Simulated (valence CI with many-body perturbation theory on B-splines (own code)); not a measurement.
Results of a calculation; reference values are marked as such.
Hyperfine factors and g values of Ba¹⁷⁺

Method: relativistic CI+MBPT: three valence electrons over a frozen Dirac-Fock core [Kr], radial functions for each j: 9 s, 9 p, 10 d, 8 f, 5 g, 3 h, 1 i, with the one-electron correlation potential Σ1 (screened to all orders), the two-electron term Σ2, the three-electron term Σ3, Breit, model QED; selected single and double excitations, second order for the rest (own B-spline code, finite nucleus).

No measured levels were compared; by estimate terms of the open shell hold to 2 to 4 % of their energy, and close levels can change places. Only levels of the ground parity were solved; by the run's estimate the other parity begins above the list, which can be wrong where configurations are misplaced.

A/g_I is the dipole constant over the nuclear g factor μ/I (μ in nuclear magnetons, uniformly magnetised nucleus), B/Q the quadrupole constant per barn. Both hold the static response of the core; the bare values leave it out. Large factors of s and p1/2 electrons are usually good to 5 to 10 %; those of open d and f shells near neutrality can be off by tens of per cent, and small factors of p3/2, d and f electrons come from cancelling terms and can be off by a factor of two or in sign, in half-filled shells by more. B is blank for J = 1/2, where it vanishes, and for nearly pure S terms. Energies count from the lowest level.

Names give the largest LS component (configuration and term), which can be under half, so a name can repeat, a term be missing and a line seem to break the LS rules; names also repeat where a configuration has a term twice. Letters in brackets count levels of one name in rising energy.

| Level | E (cm⁻¹) | g | A/g_I (MHz) | A/g_I bare | B/Q (MHz/b) | B/Q bare |
| --- | --- | --- | --- | --- | --- | --- |
| 4d3 4F_3/2 | 0.0 | 0.499 | 7090 | 6410 | -2490 | -2350 |
| 4d3 4F_5/2 | 15758 | 1.037 | 3760 | 3700 | -1740 | -1650 |
| 4d3 4F_7/2 | 27391 | 1.178 | 3280 | 3380 | -1050 | -1010 |
| 4d3 4P_3/2 | 33425 | 1.388 | 2730 | 3070 | -2300 | -2170 |
| 4d3 4F_9/2 | 34057 | 1.187 | 3590 | 3700 | 1000 | 929 |
| 4d3 4P_1/2 | 38786 | 2.114 | -4260 | -3070 |  |  |
| 4d3 2G_7/2 | 53273 | 0.960 | 4010 | 3870 | 1900 | 1800 |
| 4d3 2H_9/2 | 55498 | 1.084 | 3470 | 3470 | 3730 | 3510 |
| 4d3 4P_5/2 | 57028 | 1.549 | 692 | 1220 | 3940 | 3710 |
| 4d3 2D_3/2 [a] | 65284 | 1.170 | 3410 | 3500 | -4100 | -3880 |
| 4d3 2P_1/2 | 69323 | 1.220 | -628 | -446 |  |  |
| 4d3 2H_11/2 | 73171 | 1.090 | 3610 | 3610 | 8890 | 8390 |
| 4d3 2D_5/2 [a] | 79756 | 1.204 | 3060 | 3190 | -1280 | -1210 |
| 4d3 2G_9/2 | 86533 | 1.079 | 2920 | 2910 | 2610 | 2470 |
| 4d3 2F_5/2 | 89396 | 0.923 | 3330 | 3160 | 5290 | 5000 |
| 4d3 2F_7/2 | 91805 | 1.128 | 3570 | 3610 | 2220 | 2110 |
| 4d3 2P_3/2 | 96260 | 1.192 | 3000 | 3120 | 793 | 747 |
| 4d3 2D_3/2 [b] | 134720 | 0.809 | 5910 | 5590 | 5060 | 4780 |
| 4d3 2D_5/2 [b] | 138560 | 1.167 | 2680 | 2770 | 3040 | 2880 |

**Question.** Take the isotope of mass number 135, with I = 3/2, μ = 0.8381 μN and Q = 0.153 b. What is the hyperfine structure of 4d3 2G_7/2?

**Answer.** From the table A = 2240 MHz, B = 290 MHz. Shifts from the centre of gravity in MHz: F = 2: -15000, F = 3: -8450, F = 4: 425, F = 5: 11800.
